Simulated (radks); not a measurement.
Problem. These are the eigenvalues of the occupied orbitals of an atom or ion with whole-number occupations (eV). All-electron calculation, scalar-relativistic Kohn-Sham, BLYP, spin-polarised, spherical densities, finite nucleus; Fermi nuclear charge, rms radius of each element as measured or else 0.836 A^(1/3) + 0.57 fm. Program: a radial shooting solver on a logarithmic mesh with Libxc functionals.

| orbital | eigenvalue |
|---|---|
| 1s up | -36219.33 |
| 1s down | -36209.10 |
| 2s up | -8044.415 |
| 2s down | -8028.430 |
| 2p up | -7576.164 |
| 2p down | -7557.029 |

Which element is it, and in what charge state? The configuration may be excited. Open shells, if any, are filled with parallel spins first.

Solution. Z = 53, iodine, charge +44: I44+ in [He] 2s2 2p5. The list shows which subshells hold electrons but not how many an open one holds; the 1s level, -1331 hartree, gives Z - s = 51.6 by -(Z - s)^2/2, which with screening and relativity narrows Z to a few neighbours, and the depths of the outer levels then fix element, charge and occupations together.
